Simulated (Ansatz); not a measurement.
Consider the ligand exchange at a Ta–N bond: `[NH2][Ta]([NH2])([NH2])=[S]` + H–F → `[NH2][Ta]([NH2])([F])=[S]` + NH₃.

Program: Ansatz. Geometries: PBE0-D4/def2-TZVP. ΔE: electronic, gas phase. CCSD(T)/CBS adds triple-zeta CCSD(T) − MP2 to the extrapolated MP2 energy (def2 sets, frozen cores). This one scheme is used for every species. Functionals use def2-TZVPP. HSE06 is defined as in plane-wave codes. Elements past krypton have def2 core potentials. For Ta outer-core shells are correlated without core-valence functions, which leaves a few kJ/mol of doubt a bond. Each species was taken in one conformer, which may not be the lowest.

**Question.** Is it downhill or uphill in electronic energy at CCSD(T)/CBS, and by how much? (Best estimate.)

**Answer.** The calculation gave: Downhill: ΔE = -83.4 kJ/mol.

**Question.** What do these levels give: revPBE-D4, BLYP-D4, r2SCAN-D4, r2SCAN0-D4, BHLYP-D4, CAM-B3LYP-D4, r2SCAN, HSE06, HF/def2-SVP, MP2/def2-SVP, CCSD(T)/def2-TZVPP, CCSD/CBS(def2)? (Best estimate.)

**Answer.** The calculation gave: revPBE-D4 -94.3, BLYP-D4 -99.6, r2SCAN-D4 -100.0, r2SCAN0-D4 -94.4, BHLYP-D4 -95.3, CAM-B3LYP-D4 -99.4, r2SCAN -101.3, HSE06 -93.9, HF/def2-SVP -103.1, MP2/def2-SVP -93.6, CCSD(T)/def2-TZVPP -85.8, CCSD/CBS(def2) -85.0 kJ/mol.

Largest T1 diagnostic among the species: 0.020, so the coupled-cluster value is less sure than usual.

From PBE to PBE0 (25 % exact exchange), in def2-TZVPP and without D4, ΔE moves by +4.3 kJ/mol. Leaving LDA and LC-ωPBE aside and taking each functional with its dispersion term where it has one, the values, not all of them listed here, spread over 18.1 kJ/mol, from B97M-V to PBE-QIDH. LDA lies +9.8 kJ/mol from PBE without D4.
